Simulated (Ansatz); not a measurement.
Problem. Name a neutral molecule of F, Ge, O, Si and H with zero-point energy (PBE0-D4/def2-TZVP) between 123 and 139 kJ/mol and HOMO energy (B3LYP/def2-TZVPP) between -8.85 and -8.55 eV (Ansatz, PBE0-D4/def2-TZVP geometry).

Solution. `[F][GeH2][O][SiH3]` (126.0 kJ/mol, -8.65 eV). Other molecules can fit too; these were computed, each in one conformer that needn't be the lowest.

B3LYP here is the variant with VWN-RPA as its local correlation; programs differ in this.
